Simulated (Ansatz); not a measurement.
Consider the isomerisation: `OC[SiH](F)CF` → `FCOC(F)[SiH3]`.

Gas-phase electronic energies from Ansatz, PBE0-D4/def2-TZVP geometries. CCSD(T)/CBS is the MP2 limit (def2-TZVPP, def2-QZVPP) plus CCSD(T) − MP2 in def2-TZVPP, frozen cores. Each species was taken in one conformer, which may not be the lowest.

`OC[SiH](F)CF`:

Cartesian coordinates in Å:
```
O 0.084 -1.355 -1.558
C 0.366 0.032 -1.396
Si -0.458 0.686 0.156
F -2.010 0.273 0.055
C 0.236 -0.164 1.688
F 1.562 0.247 1.835
H -0.866 -1.459 -1.663
H 1.452 0.122 -1.296
H 0.088 0.612 -2.287
H -0.369 2.163 0.284
H 0.224 -1.253 1.581
H -0.309 0.097 2.600
```

`FCOC(F)[SiH3]`:

Z-matrix (Å, degrees):
```
C
O 1 1.383
F 1 1.374 2 110.3
H 1 1.090 2 106.9 3 -117.7
H 1 1.094 2 111.7 3 119.4
C 2 1.389 1 115.0 3 -73.6
F 6 1.392 2 109.3 1 -74.1
Si 6 1.911 2 108.5 1 166.5
H 6 1.097 2 110.6 1 42.0
H 8 1.482 6 108.6 2 56.5
H 8 1.484 6 108.0 2 176.6
H 8 1.484 6 108.4 2 -64.1
```

| species | HF/CBS(def2) energy (Eh) |
| --- | --- |
| `OC[SiH](F)CF` | -642.14668 |
| `FCOC(F)[SiH3]` | -642.07050 |

Problem. Work out ΔE.

Solution. ΔE = (-642.07050) − (-642.14668) = 0.07618 Eh = +200.0 kJ/mol. CCSD(T)/CBS gives +214.1 kJ/mol.

Largest T1 diagnostic among the species: 0.012.

From PBE to PBE0 (25 % exact exchange), in def2-TZVPP and without D4, ΔE moves by +5.6 kJ/mol. In def2-TZVPP, CCSD(T) changes the Hartree–Fock value by +6.5 kJ/mol (the triples alone add −2.4 kJ/mol) and MP2 by +19.2 kJ/mol.
